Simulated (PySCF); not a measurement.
HCl$_{3}$OTi, triplet, geometry from GFN2-xTB (such geometries of metal compounds can be far from the true shape) (the multiplicity is a formal guess), with bond 2-1 at 1.4 times its length; CASSCF(6,7)/STO-3G run with PySCF.

The PySCF input:
```python
from pyscf import gto, scf, mcscf
import numpy

mol = gto.Mole()
mol.atom = '''
    Ti   -0.54812183    0.10169173   -0.12650554
    Cl    2.21923199    1.71382830   -0.25564909
    Cl    0.67417048   -0.35912771    1.75377039
    Cl   -0.30973850   -1.57772016   -1.40809297
    O    -1.95095903    0.99691229    0.06873694
    H    -2.81450210    1.40919399    0.07547612
'''
mol.basis = 'sto-3g'
mol.spin = 2
mol.verbose = 4
mol.build()

mf = scf.ROHF(mol)
mf.kernel()
mc = mcscf.CASSCF(mf, 7, 6)
mc.fix_spin_(ss=2.0)
mc = mc.newton()
mc.kernel()
occ = numpy.linalg.eigvalsh(mc.fcisolver.make_rdm1(mc.ci, mc.ncas, mc.nelecas))[::-1]
ss = mc.fcisolver.spin_square(mc.ci, mc.ncas, mc.nelecas)[0]
print('natural occupations', occ.round(4), ' <S^2>', round(ss, 4))
```

Task: Predict the main parts of the log of this PySCF run.

Result: 
```
PySCF version 2.14.0

[INPUT] verbose = 4
[INPUT] num. atoms = 6
[INPUT] num. electrons = 82
[INPUT] charge = 0
[INPUT] spin (= nelec alpha-beta = 2S) = 2
[INPUT] symmetry False subgroup None
[INPUT] Mole.unit = angstrom
[INPUT] Symbol           X                Y                Z      unit          X                Y                Z       unit  Magmom
[...]
nuclear repulsion = 496.659989498229
number of shells = 27
number of NR pGTOs = 153
number of NR cGTOs = 51
basis = sto-3g
ecp = {}

******** <class 'pyscf.scf.rohf.ROHF'> ********
method = ROHF
initial guess = minao
damping factor = 0
level_shift factor = 0
DIIS = <class 'pyscf.scf.diis.CDIIS'>
diis_start_cycle = 1
diis_space = 8
diis_damp = 0
SCF conv_tol = 1e-09
SCF conv_tol_grad = None
SCF max_cycles = 50
direct_scf = True
direct_scf_tol = 1e-13
num. doubly occ = 40  num. singly occ = 2
Set gradient conv threshold to 3.16228e-05
init E= -2276.10578159289
[...]
cycle= 1 E= -2278.00643989804  delta_E= -1.9  |g|= 0.584  |ddm|= 2.52
[...]
cycle= 2 E= -2278.12897081672  delta_E= -0.123  |g|= 0.412  |ddm|= 1.29
[...]
cycle= 3 E= -2278.18185420714  delta_E= -0.0529  |g|= 0.0466  |ddm|= 0.354
[...]
cycle= 4 E= -2278.18506472024  delta_E= -0.00321  |g|= 0.0129  |ddm|= 0.217
[...]
cycle= 5 E= -2278.18549101025  delta_E= -0.000426  |g|= 0.00722  |ddm|= 0.0841
[...]
cycle= 6 E= -2278.18570767373  delta_E= -0.000217  |g|= 0.00481  |ddm|= 0.0538
[...]
cycle= 7 E= -2278.18585517993  delta_E= -0.000148  |g|= 0.00301  |ddm|= 0.0366
[...]
cycle= 8 E= -2278.18598184697  delta_E= -0.000127  |g|= 0.00252  |ddm|= 0.0404
[...]
cycle= 9 E= -2278.18606786315  delta_E= -8.6e-05  |g|= 0.00235  |ddm|= 0.03
[...]
cycle= 10 E= -2278.18624055309  delta_E= -0.000173  |g|= 0.0019  |ddm|= 0.0686
[...]
cycle= 11 E= -2278.18645597917  delta_E= -0.000215  |g|= 0.00137  |ddm|= 0.13
[...]
cycle= 12 E= -2278.18651096557  delta_E= -5.5e-05  |g|= 0.000823  |ddm|= 0.0669
[...]
cycle= 13 E= -2278.18652414679  delta_E= -1.32e-05  |g|= 0.000356  |ddm|= 0.0356
[...]
cycle= 14 E= -2278.1865260464  delta_E= -1.9e-06  |g|= 0.000176  |ddm|= 0.0148
[...]
cycle= 15 E= -2278.18652619285  delta_E= -1.46e-07  |g|= 0.000127  |ddm|= 0.00187
[...]
cycle= 16 E= -2278.18652634701  delta_E= -1.54e-07  |g|= 7.65e-05  |ddm|= 0.00284
[...]
cycle= 17 E= -2278.1865264025  delta_E= -5.55e-08  |g|= 5.27e-05  |ddm|= 0.00111
[...]
cycle= 18 E= -2278.18652642529  delta_E= -2.28e-08  |g|= 3.26e-05  |ddm|= 0.000671
[...]
[...]
converged SCF energy = -2278.18652656877
[...]
augmented hessian ah_max_cycle = 30
augmented hessian ah_conv_tol = 1e-12
augmented hessian ah_linear dependence = 1e-14
augmented hessian ah_level shift = 1e-08
augmented hessian ah_start_tol = 500
augmented hessian ah_start_cycle = 3
augmented hessian ah_grad_trust_region = 3
kf_trust_region = 3
kf_interval = 5
natorb = False
canonicalization = True
internal_rotation = False
******** <class 'pyscf.fci.addons.SpinPenaltyFCISolver'> ********
max. cycles = 50
conv_tol = 1e-08
davidson only = True
linear dependence = 1e-12
level shift = 0.001
max iter space = 12
nroots = 1
pspace_size = 400
spin = None

WARN: SO-CASSCF (Second order CASSCF) is an experimental feature. Its performance is bad for large systems.

CASCI E = -2278.18773127537  dE = -2278.1877  S^2 = 2.0000000
Set conv_tol_grad to 0.000316228
macro 1 (11 JK  7 micro), CASSCF E = -2278.18846014469  dE = -0.0007289  |grad|=0.00725  S^2 = 2.0000000
macro 2 (19 JK  14 micro), CASSCF E = -2278.18920816714  dE = -0.000748  |grad|=0.0179  S^2 = 2.0000000
macro 3 (11 JK  7 micro), CASSCF E = -2278.19032623891  dE = -0.001118  |grad|=0.00791  S^2 = 2.0000000
macro 4 (11 JK  7 micro), CASSCF E = -2278.19187081177  dE = -0.001545  |grad|=0.00912  S^2 = 2.0000000
macro 5 (11 JK  7 micro), CASSCF E = -2278.19373747336  dE = -0.001867  |grad|=0.00955  S^2 = 2.0000000
macro 6 (11 JK  7 micro), CASSCF E = -2278.19566832505  dE = -0.001931  |grad|=0.00839  S^2 = 2.0000000
macro 7 (11 JK  7 micro), CASSCF E = -2278.19730110744  dE = -0.001633  |grad|=0.00544  S^2 = 2.0000000
macro 8 (11 JK  7 micro), CASSCF E = -2278.19805608374  dE = -0.000755  |grad|=0.0026  S^2 = 2.0000000
macro 9 (18 JK  13 micro), CASSCF E = -2278.19831970489  dE = -0.0002636  |grad|=0.00295  S^2 = 2.0000000
macro 10 (10 JK  6 micro), CASSCF E = -2278.19837944351  dE = -5.974e-05  |grad|=0.000725  S^2 = 2.0000000
macro 11 (33 JK  27 micro), CASSCF E = -2278.1983812029  dE = -1.759e-06  |grad|=6.93e-05  S^2 = 2.0000000
macro 12 (6 JK  3 micro), CASSCF E = -2278.19838124043  dE = -3.752e-08  |grad|=6.59e-05  S^2 = 2.0000000
newton CASSCF converged in 12 macro (27 KF 136 Hx) steps
CASSCF canonicalization
Density matrix diagonal elements [1.9912268  1.98617429 1.00056851 0.99803266 0.00817375 0.00961773
 0.00620625]
CASSCF energy = -2278.19838124043
CASCI E = -2278.19838124043  E(CI) = -7.06946518322957  S^2 = 2.0000000
natural occupations [1.9924e+00 1.9868e+00 1.0005e+00 9.9820e-01 1.2800e-02 8.8000e-03
 5.0000e-04]  <S^2> 2.0
```
